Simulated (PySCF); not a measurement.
A run for PySCF: R-HF/STO-3G on B2H6O2 (a complex).

```python
from pyscf import gto, scf, dft, mp
from pyscf.data.elements import chemcore

mol = gto.M(
    atom='''
    B    -0.78249207    0.03356036   -0.55957221
    O    -0.05463652    0.10726250    0.58399616
    H    -1.92537720   -0.27307727   -0.44197787
    H    -0.26913211    0.27111895   -1.61051570
    H     0.86929821    0.35718925    0.46689350
    B     0.86518506   -0.01031979    3.86085167
    O    -0.36587869   -0.26582074    3.38855832
    H     1.04312905   -0.09013156    5.03834498
    H     1.75612823    0.28984613    3.10975540
    H    -0.42930763   -0.18001223    2.42238847
    ''',
    basis='sto-3g',
    charge=0, spin=0, verbose=3, max_memory=1800)
mf = scf.RHF(mol)
mf.conv_tol = 1e-8
mf.max_cycle = 100
mf.kernel()
if not mf.converged:
    mf = mf.newton().run(mf.mo_coeff, mf.mo_occ)
```

The log:

```
converged SCF energy = -199.977741975701
```

The run converged.

Cost: around 0.23 core-seconds (rough).
